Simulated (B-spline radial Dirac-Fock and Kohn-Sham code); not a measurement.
## What relativity does to the binding energies of Sb⁴⁴⁺

System: Sb⁴⁴⁺ in the configuration 1s2 2s2 2p3.

Both columns are ΔSCF binding energies of the configuration average from a radial finite-basis atomic code: non-relativistic Hartree-Fock with a point nucleus, and Dirac-Fock with a finite nucleus and the Coulomb interaction alone, averaged over the two j levels with weights 2j+1.

| shell | Hartree-Fock (eV) | Dirac-Fock (eV) | shift (eV) | shift (%) |
| --- | --- | --- | --- | --- |
| 1s | 33062.4 | 34260.6 | +1198.26 | +3.62 |
| 2s | 7516.0 | 7856.9 | +340.96 | +4.54 |
| 2p | 7356.9 | 7489.8 | +132.93 | +1.81 |

Relativity binds 1s, 2s, 2p more strongly, among those listed most of all 2s in relative terms.

Values without a named source are computed, but for edge energies of neutral atoms, which are taken from tables.
